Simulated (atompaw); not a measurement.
PBE PAW (atompaw) dataset for Cd, non-relativistic all-electron reference.

The input file (atompaw 4.2.0.5):

```
Cd 48
GGA-PBE loggrid 1500 logderivrange -2 5 176
5 5 4 0 0 0
5 1 0
0 0 0
c
c
c
c
v
c
c
c
v
c
c
1
2.85 2.70 2.75 1.90
y
1.35
n
y
0.7
n
custom rrkj vanderbiltortho sinc
2 1 troulliermartins
2.80
2.85
2.85
2.85
PWSCFOUT
UPFDX 0.0125d0 UPFXMIN -7.d0 UPFZMESH 48.d0
END
```

Command:

```bash
atompaw < Cd.input > Cd.log
```

Output (summary file):

```
Completed calculations for Cd (AE)

 Exchange-correlation type: GGA, Perdew-Burke-Ernzerhof

 Radial integration grid is logarithmic
 r0 =   1.8068677E-04 h =   8.6729650E-03   n =      1500 rmax =   8.0000000E+01

 Non-relativistic calculation

 AEatom converged in  31 iterations
   nz     =  48.00
   delta  =       2.484628890344E-17

 All Electron Orbital energies:
  n  l      occupancy      energy
  1  0      2.0000000E+00 -1.8851614E+03
  2  0      2.0000000E+00 -2.7391242E+02
  3  0      2.0000000E+00 -5.0836153E+01
  4  0      2.0000000E+00 -7.2025189E+00
  5  0      2.0000000E+00 -3.8797957E-01
  2  1      6.0000000E+00 -2.5535179E+02
  3  1      6.0000000E+00 -4.3296954E+01
  4  1      6.0000000E+00 -4.7901024E+00
  5  1      0.0000000E+00 -9.4607113E-02
  3  2      1.0000000E+01 -2.9346767E+01
  4  2      1.0000000E+01 -9.2899263E-01

 Total energy
   Total                    :   -10934.10316732114188

 ---
 Completed calculations for Cd (SC)

 Exchange-correlation type: GGA, Perdew-Burke-Ernzerhof

 Radial integration grid is logarithmic
 r0 =   1.8068677E-04 h =   8.6729650E-03   n =      1500 rmax =   8.0000000E+01

 Non-relativistic calculation

 SCatom converged in   1 iterations
   nz     =  48.00
   delta  =       1.673270841161E-18

 Valence Electron Orbital energies:
  n  l      occupancy      energy
   5  0      2.0000000E+00 -3.8797957E-01
   5  1      0.0000000E+00 -9.4607113E-02

 Total energy
   Total                    :   -10934.10316732129832
   Valence                  :     -302.09957337779616

 PAW parameters:
       lmax =            1
         rc =    2.8620759554268580
        irc =         1116
   rc_shape =    2.7169394867558725
    rc_vloc =    2.7644816019188299
    rc_core =    1.9038651241192739
   Vloc: Norm-conserving Troullier-Martins with l= 2;e=   1.0000E+00
   Projector type: RRKJ pseudization + Vanderbilt ortho.
   Sinc^2 compensation charge shape zeroed at   2.7169E+00

 Number of basis functions     4
 No.   n  nodes  l      Energy         Cp coeff         Occ
  1    5    4    0   -0.3879796E+00 -0.9399670E+01  0.2000000E+01
  2  999    5    0    0.1350000E+01 -0.7225461E-01  0.0000000E+00
  3    5    3    1   -0.9460711E-01  0.9951819E+01  0.0000000E+00
  4  999    4    1    0.7000000E+00  0.5444733E+01  0.0000000E+00

 Eigenvalues of overlap operator (in the basis of projectors):
    1        1.57828882E-02
    2        2.30753979E-01
    3        3.09239674E+01
    4        6.46922814E+02

 Orbital leakage outside PAW augmentation regions
   orb  is_core?  %out_of_sphere
   1 0    T           0.00
   2 0    T           0.00
   3 0    T          -0.00
   4 0    T           0.01
   5 0    F          49.38
   2 1    T           0.00
   3 1    T           0.00
   4 1    T           0.03
   5 1    F          80.11
   3 2    T           0.00
   4 2    T           1.96

 Summary of PAW energies
   Total valence energy     :   -302.09957357334213
   Smooth energy            :     -8.13572281666410
   One center               :   -293.96385075667803
   Smooth kinetic           :      0.60629136020504
   Vloc energy              :      0.38589442100621
   Smooth exch-corr         :    -10.09151557581208
   One-center xc            :   -291.37522211112656
```

The run took about 0.67 s on one core of a shared server CPU.
